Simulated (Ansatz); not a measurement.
Frontier orbitals of CH$_{8}$AlB$_{2}$N (`CB[BH][AlH][NH2]`).

The species carries charge 0 and has multiplicity 1. All single points use the PBE0-D4/def2-TZVP geometry. It is one conformer, not always the lowest. Basis def2-TZVPP, Ansatz.

Orbital energies of one run (eV). Highest occupied ones, from the top: -5.67, -6.36, -7.42, -7.94, -9.15, -10.09, -10.22, -10.28, -10.82, -11.76, -14.65, -17.63, -20.34, -68.38. Empty: -2.10, -0.67, -0.46, -0.04, 0.30, 0.97.

Question: Which functional gave them?
A. BHLYP
B. ωB97M-V
C. LDA (SPW92)
D. r2SCAN0

Answer: C. HOMO energies: LDA (SPW92) -5.67, ωB97M-V -8.68, BHLYP -7.49, r2SCAN0 -6.73 eV.
